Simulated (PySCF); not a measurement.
Zn(SH)(SMe) (CH4S2Zn), SMILES C[S][Zn][SH]. Atoms are numbered in the order given.

```xyz
8

Zn    -0.1717     0.2064     0.2593
S     -1.6977     1.7504     0.4238
H     -2.6949     0.8412     0.5204
S      1.3587    -1.3268     0.0961
C      1.4595    -1.5136    -1.7215
H      0.5114    -1.8566    -2.1585
H      2.2203    -2.2832    -1.9135
H      1.7800    -0.5873    -2.2179
```

Geometry optimised at PBE0-D3(BJ)/def2-SVP. Other conformers were not sampled.

Two levels are set side by side: PBE/pcSseg-1 (PySCF) and PBE0/pcSseg-1 (PySCF). GIAO shifts against H2S (³³S), TMS (¹H), TMS (¹³C) at the same level; non-relativistic, no solvent, atoms listed together averaged. Differences are taken from unrounded values.

```csv
quantity,PBE
δ(³³S) of S2 (ppm),-36.9
δ(¹H) of H3 (ppm),0.17
δ(³³S) of S4 (ppm),80.6
δ(¹³C) of C5 (ppm),13.8
```

Problem. These are the PBE values. What does PBE0 give? (An estimate is asked for; the answer gives what the named calculation found.)

Solution. 
```tsv
quantity	PBE0	PBE minus PBE0
δ(³³S) of S2 (ppm)	-68.3	31.4
δ(¹H) of H3 (ppm)	0.10	0.07
δ(³³S) of S4 (ppm)	30.5	50.1
δ(¹³C) of C5 (ppm)	12.4	1.3
```

Rough cost on one machine, each run with all the roots and properties that it gave: PBE0 against PBE within a factor of 2.
